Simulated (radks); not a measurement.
Values are calculated unless marked as measured or tabulated.
Species: Zr+. Configuration: [Kr] 4d(up 1, down 0) 5s2 (not the ground configuration). Code: a radial shooting solver on a logarithmic mesh with Libxc functionals. Model: scalar-relativistic Kohn-Sham, BLYP, spin-polarised, spherical densities, point nucleus. Some entries of the table are withheld. Estimate them.

| orbital | occ. | eigenvalue (hartree) | <r> (bohr) |
|---|---|---|---|
| 1s down | 1 | -655.5557 | 0.03707 |
| 1s up | 1 | -655.5556 | 0.03707 |
| 2s up | 1 | -91.15207 | 0.1626 |
| 2s down | 1 | -91.14885 | 0.1626 |
| 2p up | 3 | -81.33508 | 0.1417 |
| 2p down | 3 | -81.33269 | 0.1417 |
| 3s up | 1 | -15.23123 | 0.4586 |
| 3s down | 1 | -15.22937 | 0.4586 |
| 3p up | 3 | -12.03476 | 0.4623 |
| 3p down | 3 | -12.03271 | 0.4623 |
| 3d up | 5 | -6.78672 | 0.4526 |
| 3d down | 5 | -6.78361 | 0.4526 |
| 4s up | 1 | -2.36367 | 1.207 |
| 4s down | 1 | -2.34338 | 1.205 |
| 4p up | 3 | -1.54698 | (1) |
| 4p down | 3 | -1.52425 | (2) |
| 4d up | 1 | (3) | 2.011 |
| 4d down | 0 | (4) | 2.036 |
| 5s up | 1 | -0.40678 | 3.275 |
| 5s down | 1 | -0.39614 | 3.317 |

Answer. 
(1) 4p up <r> (bohr): 1.355
(2) 4p down <r> (bohr): 1.353
(3) 4d up eigenvalue (hartree): -0.44817
(4) 4d down eigenvalue (hartree): -0.42563
